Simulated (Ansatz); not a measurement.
This geometry of C2H7BO (11 atoms, charge 0, multiplicity 1) is a first-order saddle point.

Method: RKS PBE-D4/def2-SVP (Ansatz 0.2.0).

```xyz
11
Properties=species:S:1:pos:R:3
B -0.465 0.078 -0.560
C 0.884 0.987 0.368
O -0.898 0.859 -1.505
H 0.102 1.321 -0.684
C -0.727 -1.354 0.026
H 1.724 0.277 0.255
H 0.479 0.974 1.397
H 1.296 2.008 0.193
H -1.052 -1.312 1.086
H 0.181 -1.990 -0.011
H -1.525 -1.848 -0.564
```

(1) Which two structures does it join? (They come from a converged band through this point; their orientation in space is the band's.)

(2) How far does it lie above each of them?

## Answers

(1) Bonds broken: B1–C2, O3–H4. Bonds formed: C2–H4. C2H7BO becomes CH3BO + CH4.

Image 0:

```xyz
11
Properties=species:S:1:pos:R:3
B -0.211 0.136 -0.316
C 0.929 0.857 0.522
O -0.812 0.748 -1.386
H -0.451 1.640 -1.541
C -0.706 -1.324 0.034
H 1.863 0.254 0.492
H 0.647 0.910 1.595
H 1.180 1.885 0.185
H -1.032 -1.391 1.094
H 0.131 -2.049 -0.065
H -1.538 -1.666 -0.613
```

Image 8:

```xyz
11
Properties=species:S:1:pos:R:3
B -1.243 -0.454 -1.123
C 1.241 1.418 0.535
O -1.492 0.420 -1.934
H 0.592 1.635 -0.334
C -0.931 -1.558 -0.100
H 1.844 0.513 0.333
H 0.617 1.254 1.434
H 1.919 2.274 0.714
H -1.034 -1.168 0.932
H 0.108 -1.922 -0.231
H -1.623 -2.414 -0.224
```

(2) 2.30 eV above the first and 1.98 eV above the second. This is the barrier of this one path; another mechanism may lie lower. The orbitals stay closed-shell, which can raise the energy where a bond breaks towards radicals; this wasn't checked here.

Time of the run: 36 s on 2 threads of AMD EPYC 9R45 96-Core Processor (Zen 5), with other jobs on the host, peak memory 0.14 GiB.
